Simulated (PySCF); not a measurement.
**CCl₃, SMILES `Cl[C](Cl)Cl` (charge 0, multiplicity 2)**

Level of theory: PBE0-D4/def2-TZVP run with PySCF 2.14.0.

```yaml
highest_occupied_spin_orbital: -6.43 eV
dipole_moment: 0.15 D
total_energy: -38591.36 eV
cost: roughly 90 core-seconds
```

```xyz
4

Cl    -0.9601    -1.3751    -0.0663
C     -0.0001     0.0008     0.2094
Cl     1.6704    -0.1432    -0.0726
Cl    -0.7117     1.5190    -0.0726
```
Charge 0, spin multiplicity 2.
